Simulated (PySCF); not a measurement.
# Trend along the fifth-period p block: MCl cations

PBE0 with triple-zeta basis sets in PySCF, for the lowest determinant that a PBE0 search found; no spin–orbit coupling. De refers to high-spin ground-configuration atoms (the charge goes to the atom of lower measured ionisation energy or higher electron affinity, which is not always the lowest computed limit). A positive dipole points towards Cl; it is taken about the centre of mass and depends on that origin.

```
 M                   basis  charged atom  state (unpaired electrons)  Re (Å)  ωe (cm⁻¹)  De (eV)  μ (D)
In  cc-pVTZ-PP/cc-pV(T+d)Z           In+               doublet (σ ↑)   2.305        333     0.75  -2.88
Sn  cc-pVTZ-PP/cc-pV(T+d)Z           Sn+      singlet (closed shell)   2.266        430     4.22  -2.59
Sb  cc-pVTZ-PP/cc-pV(T+d)Z           Sb+               doublet (π ↑)   2.240        455     3.65  -1.62
 I              def2-TZVPP            I+               doublet (π ↑)   2.225        460     2.81  -0.04
```

The shortest bond is that of ICl⁺ (2.225 Å), the longest that of InCl⁺ (2.305 Å). SnCl⁺ is bound most strongly (4.22 eV) and InCl⁺ least (0.75 eV).

The rows differ in basis set, which adds steps of its own.

The state changes along the series, so neighbouring rows are not always alike in their bonding.

Spin–orbit coupling is left out, which matters for elements this heavy, above all for dissociation energies. For an ion De counts to the pair picked by the measured ionisation energies or electron affinities, which need not be the lowest pair at this level. States were picked by a PBE0 search and need not be the measured ground states.
